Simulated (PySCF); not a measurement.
**Distorted geometries of [OsO3Cl]+**

[OsO3Cl]+ (singlet). PySCF 2.14.0, RKS B3LYP, Os def2-SVP with ECP60, O def2-SVP, Cl def2-SVP; non-relativistic Hamiltonian with scalar-relativistic core potentials where named; density fitting; no spin-orbit coupling. Relaxed geometry:

```xyz
5

Os    0.2961    0.3796    0.0000
O     1.9661    0.3500    0.0000
O    -0.3617    1.9124    0.0000
O    -0.8027   -1.0605    0.0000
Cl   -1.1918   -2.6669    0.0000
```

Q: Order these distorted geometries by energy above the relaxed one, lowest first.
A.
```xyz
5

Os    0.3533    0.4104    0.0163
O     1.9641    0.3504   -0.0362
O    -0.3625    1.9137    0.0157
O    -0.8387   -1.0844   -0.0057
Cl   -1.2102   -2.6753    0.0099
```
B.
```xyz
5

Os    0.2692    0.4072    0.0462
O     2.0486    0.3712   -0.0605
O    -0.3460    1.9363   -0.0498
O    -0.8345   -1.0958    0.0136
Cl   -1.2312   -2.7041    0.0505
```
C.
```xyz
5

Os    0.2648    0.4233    0.0964
O     1.9700    0.3294   -0.0963
O    -0.1486    2.1069    0.0438
O    -0.8297   -1.0436   -0.1065
Cl   -1.3504   -2.9013    0.0626
```

A: A (0.26 eV), B (0.39 eV), C (1.04 eV).

Q: Which forces (eV/Å) act in the one that lies 0.39 eV up?

A: 
```
Os   4.38 -1.90 -0.88
O   -4.94  0.04  0.49
O   -0.35  0.33  0.11
O    0.77  1.23  0.40
Cl   0.13  0.30 -0.12
```
Forces carry noise of the integration grid, about 0.01 to 0.03 eV/Å.

On relaxing from the template, bonds within or between ligands changed, so the formula names the start rather than the bonding at the end.
